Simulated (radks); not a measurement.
Problem. These are the eigenvalues of the occupied orbitals of an atom or ion with whole-number occupations (hartree). Calculated with a radial shooting solver on a logarithmic mesh with Libxc functionals: scalar-relativistic Kohn-Sham, BLYP, spin-polarised, spherical densities, finite nucleus; Fermi nuclear charge, rms radius of each element as measured or else 0.836 A^(1/3) + 0.57 fm.

| orbital | eigenvalue |
|---|---|
| 1s up | -2969.696 |
| 1s down | -2968.452 |
| 2s up | -704.4233 |
| 2s down | -702.3941 |
| 2p up | -647.0486 |
| 2p down | -644.6817 |

Which element is it, and in what charge state? The configuration may be excited. Open shells, if any, are filled with parallel spins first.

Solution. Z = 76, osmium, charge +68: Os68+ in [He] 2s2 2p4. The list shows which subshells hold electrons but not how many an open one holds; the 1s level, -2969.7 hartree, gives Z - s = 77.1 by -(Z - s)^2/2, which with screening and relativity narrows Z to a few neighbours, and the depths of the outer levels then fix element, charge and occupations together.
